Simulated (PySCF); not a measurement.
**C2H6N, SMILES `C[N]C` (charge 0, multiplicity 2)**

Method: TPSSh-D3(BJ)/def2-TZVP // BP86-D3(BJ)/def2-SVP in PySCF 2.14.0.

The highest occupied spin orbital is -6.42 eV and the dipole moment is 1.70 D. The total energy comes out as -3661.92 eV. The cost is around 4 core-minutes (rough).

```xyz
9

C      1.1348    -0.2436    -0.1556
N     -0.1652    -0.4548    -0.7244
C     -1.2067     0.1414     0.0619
H      1.9266    -0.7049    -0.7810
H      1.2129    -0.6704     0.8794
H      1.3706     0.8473    -0.0382
H     -1.0651     1.2490     0.1741
H     -1.2217    -0.2569     1.1109
H     -2.2038    -0.0364    -0.3911
```
Charge 0, spin multiplicity 2.
